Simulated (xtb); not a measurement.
C₂H₅I, charge +1, doublet, at a GFN2-xTB geometry (a state made from the parent by changing its charge; the spin is typed, not shown lowest); GFN2-xTB run with xtb.

Input for xtb:
```
$ xtb mol.xyz --gfn 2 --chrg 1 --uhf 1 --etemp 5000 --json

# file mol.xyz
8

C     -2.47872317    -0.30698683    -0.18935188
C     -1.15697557    -0.96081758    -0.39560285
I      0.61070332     0.21044122     0.09731135
H     -2.64557368    -0.00101957     0.84919800
H     -3.26426753    -1.00780463    -0.47616182
H     -2.59703766     0.61002780    -0.77682678
H     -1.04755767    -1.88176413     0.19730031
H     -0.99864680    -1.26599750    -1.44128263
```

Q: What does xtb print? Leave out banner, timings and long lists.

A: 
```
   ID    Z sym.   atoms
    1    6 C      1, 2
    2   53 I      3
    3    1 H      4-8

           -------------------------------------------------
          |                Calculation Setup                |
           -------------------------------------------------

           -------------------------------------------------
          |                 G F N 2 - x T B                 |
           -------------------------------------------------

          ...................................................
          :                      SETUP                      :
          :.................................................:
          :  # basis functions                  23          :
          :  # atomic orbitals                  22          :
          :  # shells                           12          :
          :  # electrons                        19          :
          :  max. iterations                   250          :
          :  Hamiltonian                  GFN2-xTB          :
          :  restarted?                      false          :
          :  GBSA solvation                  false          :
          :  PC potential                    false          :
          :  electronic temp.         5000.0000000     K    :
          :  accuracy                    1.0000000          :
          :  -> integral cutoff          0.2500000E+02      :
          :  -> integral neglect         0.1000000E-07      :
          :  -> SCF convergence          0.1000000E-05 Eh   :
          :  -> wf. convergence          0.1000000E-03 e    :
          :  Broyden damping             0.4000000          :
          :  net charge                          1          :
          :  unpaired electrons                  1          :
          ...................................................

 iter      E             dE          RMSdq      gap      omega  full diag
   1    -10.1957168 -0.101957E+02  0.305E+00    4.95       0.0  T
   2    -10.1791494  0.165674E-01  0.355E+00    4.46       1.0  T
   3    -10.2328637 -0.537144E-01  0.151E+00    4.74       1.0  T
   4    -10.2329917 -0.127929E-03  0.443E-01    4.79       1.0  T
   5    -10.2332471 -0.255417E-03  0.234E-01    4.77       1.0  T
   6    -10.2335578 -0.310714E-03  0.111E-01    4.77       1.0  T
   7    -10.2336118 -0.539661E-04  0.572E-02    4.77       1.0  T
   8    -10.2336178 -0.599682E-05  0.164E-02    4.77       2.2  T
   9    -10.2336185 -0.747337E-06  0.444E-03    4.77       8.0  T
  10    -10.2336186 -0.452598E-07  0.379E-03    4.77       9.3  T
  11    -10.2336186 -0.596857E-07  0.886E-04    4.77      39.9  T
  12    -10.2336186 -0.393283E-08  0.722E-05    4.77     489.7  T

   *** convergence criteria satisfied after 12 iterations ***

         :::::::::::::::::::::::::::::::::::::::::::::::::::::
         ::                     SUMMARY                     ::
         :::::::::::::::::::::::::::::::::::::::::::::::::::::
         :: total energy             -10.130360602187 Eh    ::
         :: gradient norm              0.018241890427 Eh/a0 ::
         :: HOMO-LUMO gap              4.768901210415 eV    ::
         ::.................................................::
         :: SCC energy               -10.233617897204 Eh    ::
         :: -> isotropic ES            0.106137033081 Eh    ::
         :: -> anisotropic ES         -0.009914337117 Eh    ::
         :: -> anisotropic XC          0.005845574401 Eh    ::
         :: -> dispersion             -0.002988301009 Eh    ::
         :: repulsion energy           0.103257295018 Eh    ::
         :: add. restraining           0.000000000000 Eh    ::
         :: total charge               1.000000000000 e     ::
         :::::::::::::::::::::::::::::::::::::::::::::::::::::

           -------------------------------------------------
          |                Property Printout                |
           -------------------------------------------------

    * Orbital Energies and Occupations

[...]
         4        1.9985           -0.7476963             -20.3459
         5        1.9978           -0.7418912             -20.1879
         6        1.9930           -0.7231103             -19.6768
         7        1.8762           -0.6757674             -18.3886
         8        1.8699           -0.6748608             -18.3639
         9        1.6904           -0.6575226             -17.8921
        10        1.5687           -0.6492645             -17.6674 (HOMO)
        11        0.0056           -0.4740106             -12.8985 (LUMO)
        12                         -0.2560827              -6.9684
        13                         -0.2547352              -6.9317
        14                         -0.2357506              -6.4151
        15                         -0.2250559              -6.1241
        16                         -0.0931565              -2.5349
        17                         -0.0902074              -2.4547
        18                         -0.0439068              -1.1948
        19                         -0.0179584              -0.4887
        20                          0.0251282               0.6838
        21                          0.0419681               1.1420
        22                          0.0916363               2.4935
      -------------------------------------------------------------
                  HL-Gap            0.1752539 Eh            4.7689 eV
             Fermi-level           -0.6004242 Eh          -16.3384 eV

     #   Z          covCN         q      C6AA      α(0)
     1   6 C        3.816    -0.126    22.908     6.812
     2   6 C        3.776    -0.010    20.778     6.494
     3  53 I        1.037     0.299   350.796    32.332
     4   1 H        0.924     0.160     1.325     1.800
     5   1 H        0.924     0.168     1.277     1.767
     6   1 H        0.924     0.160     1.325     1.800
     7   1 H        0.932     0.174     1.238     1.740
     8   1 H        0.932     0.174     1.238     1.740

 Mol. C6AA /au·bohr⁶  :       1131.098191
 Mol. C8AA /au·bohr⁸  :      61902.484062
 Mol. α(0) /au        :         54.484746

Wiberg/Mayer (AO) data.
largest (>0.10) Wiberg bond orders for each atom

 ---------------------------------------------------------------------------
     #   Z sym  total        # sym  WBO       # sym  WBO       # sym  WBO
 ---------------------------------------------------------------------------
     1   6 C    3.765 --     2 C    1.059     6 H    0.890     4 H    0.890
                             5 H    0.889
     2   6 C    3.816 --     1 C    1.059     3 I    0.961     7 H    0.889
                             8 H    0.889
     3  53 I    1.067 --     2 C    0.961
     4   1 H    0.910 --     1 C    0.890
     5   1 H    0.923 --     1 C    0.889
     6   1 H    0.910 --     1 C    0.890
     7   1 H    0.923 --     2 C    0.889
     8   1 H    0.923 --     2 C    0.889
 ---------------------------------------------------------------------------

Topologies differ in total number of bonds
Writing topology from bond orders to xtbtopo.mol

molecular dipole:
                 x           y           z       tot (Debye)
 q only:       -2.338      -0.963      -0.432
   full:       -2.108      -0.950      -0.420       5.974
molecular quadrupole (traceless):
                xx          xy          yy          xz          yz          zz
 q only:       10.035       4.256      -3.669       2.106       1.355      -6.366
  q+dip:        8.725       3.955      -3.255       1.925       1.132      -5.470
   full:        9.287       4.374      -3.386       2.113       1.280      -5.901

           -------------------------------------------------
          | TOTAL ENERGY              -10.130360602187 Eh   |
          | GRADIENT NORM               0.018241890427 Eh/α |
          | HOMO-LUMO GAP               4.768901210415 eV   |
           -------------------------------------------------

normal termination of xtb
```
